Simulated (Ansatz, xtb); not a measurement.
Two conformers of C2H4Cl2Si

We compare a, `C=C[SiH](Cl)Cl`, a singlet, with b, `C=C[SiH](Cl)Cl`, a singlet. Both are isolated molecules in the gas phase, relaxed with r2SCAN-D4/def2-SVP.

a (Å):

```xyz
9

C     0.2478   -0.1399   -1.0599
C    -0.6677    0.3598   -0.2163
Cl   -0.9270    0.6442    2.9582
Cl    1.7671    1.8025    1.2844
Si   -0.2762    1.4993    1.1901
H     1.3121    0.1039   -0.9614
H    -0.0292   -0.8138   -1.8790
H    -1.7229    0.0801   -0.3526
H    -0.9331    2.8246    1.0836
```

b (Å):

```xyz
9

C    -0.2180    2.5156   -2.7392
C     0.1944    1.5432   -1.9107
Cl    0.9023    1.4999    1.2198
Cl    3.1059    0.4785   -1.0785
Si    1.5732    1.8171   -0.7105
H    -1.0346    2.3633   -3.4548
H     0.2434    3.5112   -2.7399
H    -0.2985    0.5618   -1.9465
H     2.1084    3.1966   -0.8103
```

Energies in hartree; the thermal terms are from r2SCAN-D4/def2-SVP harmonic frequencies (ideal gas, rigid rotor, one conformer each, 298.15 K, 1 atm) and include the zero-point energy:

```
                               a            b
E, CCSD(T)/def2-SVP  −1286.345157  −1286.344553
    E, MP2/def2-SVP  −1286.269112  −1286.268613
  E, MP2/def2-TZVPP  −1286.973076  −1286.973069
  zero-point energy      0.054801      0.054705
       H(298 K) − E      0.062445      0.062436
       G(298 K) − E      0.022824      0.022467
```

**Question.** Correct the CCSD(T) difference for the basis set by the MP2 change, then work out ΔE, ΔE₀, ΔH and ΔG for a → b in kJ/mol (1 Eh = 2625.50 kJ/mol) and the equilibrium ratio [b]/[a].

**Answer.** 1. Differences b − a: CCSD(T) +0.000604, MP2 in the small set +0.000499, MP2 in the large set +0.000007 Eh.
2. ΔE = +0.000604 + (+0.000007 − (+0.000499)) = +0.000112 Eh = +0.29 kJ/mol.
3. ΔE₀ = ΔE + ΔZPE = +0.000112 + (−0.000096) Eh = +0.04 kJ/mol.
4. ΔH = ΔE + (−0.000009) Eh = +0.27 kJ/mol.
5. ΔG = ΔE + (−0.000357) Eh = −0.64 kJ/mol, so ΔS = (ΔH − ΔG)/T = +3.1 J/(mol K).
6. kT = 0.9442 mEh, so K = [b]/[a] = exp(−ΔG/kT) = exp(+0.26) ≈ 1.3.

The two are too close for this level to say which is favoured. An error of 4 kJ/mol in ΔG would change K by a factor of 5. Mirror images and further conformers aren't counted.

Other levels gave ΔE = +1.5 (r2SCAN-D4/def2-SVP); +0.4 (HF/def2-SVP); +1.3 (MP2/def2-SVP); +1.6 (CCSD(T)/def2-SVP) kJ/mol. The correlated steps freeze 17 core orbitals. Programs: Ansatz 0.2.0.
